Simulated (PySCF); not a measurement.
**Basis and Hamiltonian dependence of the ionisation energy of Pd**

Pd [Kr] 4d10 (1S) → Pd⁺ [Kr] 4d9 (2D). All values are computed (PySCF 2.14, energy differences of UHF-based or UKS calculations, no spin-orbit coupling). Values in eV.

| basis | Hamiltonian | functions | UHF | PBE | PBE0 | MP2 (valence) | CCSD(T) (valence) | CCSD(T) (valence and next inner shell) |
| --- | --- | --- | --- | --- | --- | --- | --- | --- |
| def2-SVP with the def2 core potential (28 electrons) | ECP | 31 | 6.270 | n/a | 8.359 | 7.893 | n/a | n/a |
| cc-pVDZ-PP with ECP28MDF | ECP | 38 | 6.283 | 8.748 | n/a | 8.067 | n/a | n/a |
| def2-TZVP with the def2 core potential (28 electrons) | ECP | 40 | 6.281 | n/a | 8.359 | 7.982 | n/a | n/a |
| aug-cc-pVDZ-PP with ECP28MDF | ECP | 54 | 6.298 | 8.812 | 8.417 | 8.549 | 8.204 | n/a |
| cc-pVTZ-PP with ECP28MDF | ECP | 63 | 6.241 | n/a | 8.387 | 8.469 | n/a | n/a |
| aug-cc-pwCVDZ-PP with ECP28MDF | ECP | 70 | 6.278 | 8.810 | 8.414 | 8.600 | 8.225 | 8.201 |
| def2-QZVPPD with the def2 core potential (28 electrons) | ECP | 88 | 6.250 | 8.775 | 8.387 | 8.672 | 8.303 | 8.314 |
| aug-cc-pVTZ-PP with ECP28MDF | ECP | 88 | 6.237 | 8.785 | 8.385 | 8.675 | 8.308 | n/a |
| aug-cc-pVTZ-DK | spin-free X2C | 102 | 6.256 | 8.872 | 8.453 | 8.721 | 8.334 | n/a |
| aug-cc-pVTZ-PP with one added diffuse shell each of s, p, d, f, g type with ECP28MDF | ECP | 113 | 6.236 | 8.784 | 8.385 | 8.691 | n/a | n/a |
| x2c-QZVPPall | spin-free X2C | 118 | 6.250 | 8.854 | 8.437 | 8.719 | n/a | n/a |
| aug-cc-pwCVTZ-PP with ECP28MDF | ECP | 122 | 6.228 | 8.780 | 8.379 | 8.690 | 8.311 | n/a |
| aug-cc-pwCVTZ-DK | spin-free X2C | 136 | 6.248 | n/a | n/a | n/a | n/a | n/a |
| aug-cc-pwCVTZ-DK with one added diffuse shell each of s, p, d, f, g type | spin-free X2C | 161 | 6.247 | 8.856 | 8.438 | 8.750 | n/a | n/a |

Frozen in the all-electron rows: valence: [Kr]; valence and next inner shell: [Ar] 3d10; with a core potential, the same shells as far as they lie outside it.

Reference for a calculation without spin-orbit coupling: 8.512 eV (measured, between term centres; NIST).
